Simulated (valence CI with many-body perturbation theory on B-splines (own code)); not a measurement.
# Questions on Ge17+

Computed by valence CI with perturbative core correlation (CI+MBPT): five valence electrons over a frozen Dirac-Fock core [Ne], a basis of 11 s, 11 p, 10 d, 8 f, 5 g, 2 h functions for each j, with the one-electron correlation potential Σ1, the two-electron term Σ2, the three-electron term Σ3, Breit, model QED; selected CI, second order for the rest, scaled by the run's own slope (own B-spline code, finite nucleus).

No measured spectrum was set against this ion. As an estimate, levels of excited configurations hold to 0.05 to 0.15 % of their energy, terms of the ground configuration to about 0.5 %. Among the levels kept, up to 3300 cm⁻¹ of a level comes from second order outside the variational space, and about a tenth of that is noise between levels of different J, which matters for small intervals.

Names give the largest LS component (configuration and term), which can be under half, so a name can repeat, a term be missing and a line seem to break the LS rules; names also repeat where a configuration has a term twice.

Rates and lifetimes use the calculated energies. Strong lines usually hold to 10 to 20 %, long lifetimes can be off by a factor of two.

Q: What is the ground level?

A: 3s²3p³ ⁴S°_3/2, composition 83 % 3s²3p³ ⁴S° + 11 % 3s²3p³ ²P° + 3 % 3s²3p³ ²D°, g = 1.886.

Q: What is the ionisation energy?

A: 656.46 eV; NIST lists 662.8 ± 1.9 eV (semi-empirical).

Q: How well does LS coupling describe the low levels?

A: Among the lowest 20 levels the leading LS term, summed over configurations, holds 82 % on average. For single configurations the figures are 74 % in LS and 60 % in jj coupling. Terms mix most in the J = 1/2 level at 623350 cm⁻¹, where the leading one holds 48 %.

Q: Among levels below 1558400 cm⁻¹, which E1 lines absorb most strongly from the ground level?

A: to 3s²3p²3d ⁴P_5/2 at 13.67 nm, f = 0.479; to 3s²3p²3d ⁴P_3/2 at 13.50 nm, f = 0.305; to 3s²3p²3d ⁴P_1/2 at 13.42 nm, f = 0.152.

Q: Name the longest-lived excited levels whose lifetime is computed, and their main decay.

A: 3s²3p³ ²D°_5/2 at 73867 cm⁻¹ lives 5.63 ms, mostly by M1 to 3s²3p³ ⁴S°_3/2; 3s²3p³ ²D°_3/2 at 56431 cm⁻¹ lives 740 μs, mostly by M1 to 3s²3p³ ⁴S°_3/2; 3s²3p³ ²P°_1/2 at 112690 cm⁻¹ lives 286 μs, mostly by M1 to 3s²3p³ ⁴S°_3/2. The lifetime of 3s²3p²3d ⁴F_9/2 is too uncertain to give, and may be longer. The lifetime of 3s²3p²3d ²G_9/2 is too uncertain to give, and may be longer.
